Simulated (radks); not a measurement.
The numbers below are computed, except where a source is named.
Problem. All-electron atom: the lanthanum ion La29+ in [Ar] 3d10 (the NIST ground configuration). Code: a radial shooting solver on a logarithmic mesh with Libxc functionals. Model: scalar-relativistic Kohn-Sham, SCAN, spin-polarised, spherical densities, finite nucleus; meta-GGA in the generalised Kohn-Sham scheme; Fermi nuclear charge, rms radius 4.855 fm. Some entries of the table are withheld. Estimate them.

orbital,occ.,eigenvalue (eV),<r^2> (bohr^2),<1/r> (bohr^-1)
1s,2,-39839.57,0.0008537,62.01
2s,2,-7194.789,0.01354,14.33
2p,6,(1),(2),13.58
3s,2,-2267.992,0.08915,(3)
3p,6,-2059.927,0.08832,5.017
3d,10,(4),(5),(6)

Solution. 
(1) 2p eigenvalue (eV): -6552.342
(2) 2p <r^2> (bohr^2): 0.01078
(3) 3s <1/r> (bohr^-1): 5.284
(4) 3d eigenvalue (eV): -1768.808
(5) 3d <r^2> (bohr^2): 0.07403
(6) 3d <1/r> (bohr^-1): 4.770
